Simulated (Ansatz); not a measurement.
Basis-set extrapolation for C₄H₆F₂O (`F[C@H]1COC[C@@H]1F`) (PBE0-D4/def2-TZVP geometry, frozen core, Ansatz 0.2.0). Multiplicity 1, RHF reference.

```json
{"": "HF", "def2-TZVPP": "-428.862811", "def2-QZVPP": "-428.881519"}
{"": "MP2 correlation", "def2-TZVPP": "-1.388787", "def2-QZVPP": "-1.499041"}
{"": "CCSD(T) correlation", "def2-TZVPP": "-1.474945", "def2-QZVPP": "not run"}
```

Energies in hartree. Use E(X) = E(∞) + A·exp(−7.88·√X) for Hartree–Fock and E(X) = E(∞) + B·X^(−2.97) for correlation, with X = 3 and 4, and add CCSD(T) minus MP2 of the smaller set to the MP2 limit.

Problem. What is the CCSD(T) energy at the basis-set limit?

Solution. HF limit: -428.881519 + (-0.018708) × 0.13774 = -428.88410. MP2 limit: -1.499041 + (-0.110254) × 0.74074 = -1.58071. Higher-order term: -1.474945 − (-1.388787) = -0.08616. Total: -430.55097 hartree, 559.8 kJ/mol below CCSD(T)/def2-TZVPP.
